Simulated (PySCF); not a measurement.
Species: C₄H₁₁BS.
Atom-mapped SMILES: `[CH3:1][B:2]([CH3:3])[CH2:4][CH2:5][SH:6]` (hydrogens: H7, H8, H9 on C1; H10, H11, H12 on C3; H13, H14 on C4; H15, H16 on C5; H17 on S6)

A linear-response calculation (PySCF, def2-SVPD basis, gas phase, vertical, core orbitals frozen in the response) gave these numbers; the functional is withheld.

Orbital energies (eV): HOMO-3 -11.01, HOMO-2 -10.23, HOMO-1 -9.75, HOMO -8.05, LUMO 0.62, LUMO+1 0.73, LUMO+2 1.36.

| state | E (eV) | f | main configurations (H = HOMO, L = LUMO) |
| --- | --- | --- | --- |
| S1 | 5.40 | 0.0079 | H→L (39%), H→L+3 (23%), H→L+2 (16%) |
| S2 | 6.07 | 0.0006 | H→L+1 (53%), H-1→L+1 (29%) |
| S3 | 6.18 | 0.032 | H→L+2 (53%), H→L+3 (25%), H→L+4 (11%) |
| S4 | 6.56 | 0.0003 | H-2→L+1 (72%), H-1→L+1 (15%) |
| S5 | 6.83 | 0.018 | H→L (38%), H-1→L+1 (12%), H→L+4 (12%) |
| S6 | 6.94 | 0.0006 | H→L+1 (32%), H-1→L+1 (24%), H-2→L+1 (11%) |

Triplets, Tamm–Dancoff:

| state | E (eV) | λ (nm) | main configurations (H = HOMO, L = LUMO) |
| --- | --- | --- | --- |
| T1 | 5.01 | 247.7 | H→L (31%), H→L+3 (24%), H→L+2 (16%) |
| T2 | 5.69 | 218.1 | H→L+1 (24%), H-1→L+1 (23%), H→L+2 (21%) |
| T3 | 5.75 | 215.5 | H→L+2 (29%), H-1→L+1 (28%), H→L+3 (10%) |
| T4 | 6.07 | 204.3 | H-2→L+1 (83%) |

Vertical ionisation energy by ΔSCF with the same functional: 9.03 eV. Mean static polarisability: 85.9 au.

Question: Name the functional.
A. CAM-B3LYP
B. HF
C. PBE0
D. PBE

Answer: A. CAM-B3LYP is range-separated, 19% exact exchange at short range and 65% at long range (ω = 0.33 bohr⁻¹). In this run −ε(HOMO) = 8.05 eV differs from the ΔSCF value by -0.99 eV, and S1 differs from the orbital gap of 8.67 eV by -3.26 eV. The ratio −ε(HOMO)/IP is 0.89. Small neutral molecules mostly give 0.85 to 0.93 with CAM-B3LYP, 0.5 to 0.7 with PBE, 0.7 to 0.83 with PBE0; with Hartree–Fock the ratio is 1 or more (Koopmans' value less the relaxation energy is the ΔSCF value). The other options: PBE, a GGA without exact exchange; HF, time-dependent Hartree–Fock, 100% exact exchange; PBE0, a global hybrid with 25% exact exchange.

The calculation used TDDFT CAM-B3LYP/def2-SVPD, vertical, gas phase, core orbitals frozen in the response in PySCF 2.14.0, density-fitted response routines. One conformer (not necessarily the lowest) at the PBE0-D3(BJ)/def2-SVP geometry, without solvent, vibrations or thermal averaging.

On Arm Neoverse V1, one thread, shared host, this took 73 s.

The values belong to the conformer `[CH3:1][B:2]([CH3:3])[CH2:4][CH2:5][SH:6]`: C1–B2–C4–C5 -177°, B2–C4–C5–S6 -174°, H–S6–C5–C4 -60°.
